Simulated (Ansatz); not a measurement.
Consider the formal exchange of groups at the Se–C bond: `C/N=C/[SeH]` + `C=CCO` → `C=C([SeH])CO` + `C=NC`.

Isolated molecules relaxed with PBE0-D4/def2-TZVP in Ansatz; ΔE leaves out vibrations. CCSD(T)/CBS adds triple-zeta CCSD(T) − MP2 to the extrapolated MP2 energy (def2 sets, frozen cores). DFT in def2-TZVPP. For Se outer-core shells are correlated without core-valence functions, which leaves a few kJ/mol of doubt a bond. Scalar relativity is left out up to krypton. One conformer a species, not always the lowest.

```tsv
species	B2PLYP energy (Eh)
`C/N=C/[SeH]`	-2535.05369
`C=CCO`	-193.03707
`C=C([SeH])CO`	-2594.21082
`C=NC`	-133.87344
```

Q: Work out ΔE.

A: ΔE = (-2594.21082) + (-133.87344) − (-2535.05369) − (-193.03707) = 0.00650 Eh = +17.1 kJ/mol. CCSD(T)/CBS gives +10.2 kJ/mol.

Largest T1 diagnostic among the species: 0.011.

From PBE to PBE0 (25 % exact exchange), in def2-TZVPP and without D4, ΔE moves by −4.0 kJ/mol. In def2-TZVPP, CCSD(T) changes the Hartree–Fock value by −6.2 kJ/mol (the triples alone add −0.2 kJ/mol) and MP2 by −7.4 kJ/mol.
